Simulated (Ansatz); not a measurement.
`FC(F)C[SiH3]` → `FC(F)[SiH3]` + `[CH2]` (triplet) at 400 K and 1 bar (formal loss of a carbene).

Gas-phase electronic energies from Ansatz, PBE0-D4/def2-TZVP geometries. CBS: MP2 limit from def2 TZ/QZ plus the TZ coupled-cluster correction, frozen cores. This one scheme is used for every species. Triplets are unrestricted, without spin–orbit coupling. One conformer a species, not always the lowest.

```
          species  CCSD(T)/CBS energy (Eh)  H − E (kJ/mol)  S (J/(mol·K))
   `FC(F)C[SiH3]`               -568.37460           229.6          369.7
    `FC(F)[SiH3]`               -529.09339           148.8          334.1
`[CH2]` (triplet)                -39.09499            59.0          205.7
```

H − E and S are ideal-gas, rigid-rotor, harmonic terms from PBE0-D4/def2-TZVP, for one conformer and one mirror image of each species, with the whole ground term of open shells counted as degenerate. 1 Eh = 2625.50 kJ/mol, R = 8.31446 J/(mol·K).

Problem. By hand: ΔE, ΔH, ΔS and ΔG.

Solution. ΔE = (-529.09339) + (-39.09499) − (-568.37460) = 0.18622 Eh = 488.9 kJ/mol. Δ(H − E) = 148.8 + 59.0 − 229.6 = -21.8, so ΔH = 467.1 kJ/mol. ΔS = 334.1 + 205.7 − 369.7 = 170.1 J/(mol·K). ΔG = 467.1 − 400 × (170.1)/1000 = 399.1 kJ/mol.

Problem. By hand: the equilibrium constant, and the temperature at which ΔG would vanish if ΔH and ΔS stayed fixed.

Solution. log₁₀ K = −ΔG/(RT ln 10) = -52.1. ΔG = 0 at ΔH/ΔS = 2746 K, far beyond where these terms or the molecules hold.

The number of gas molecules changes by +1, which sets the sign of ΔS. A doubt of 5 kJ/mol in ΔE shifts log₁₀ K by 0.7 here. Other conformers and mirror images would add mixing entropy, several J/(mol·K) or more a flexible species. A triplet takes part, so the spin changes. These are equilibria of isolated gas molecules and say nothing of rates. Largest T1 diagnostic: 0.012 (customary marks: 0.02 for closed shells, 0.045 for open ones).
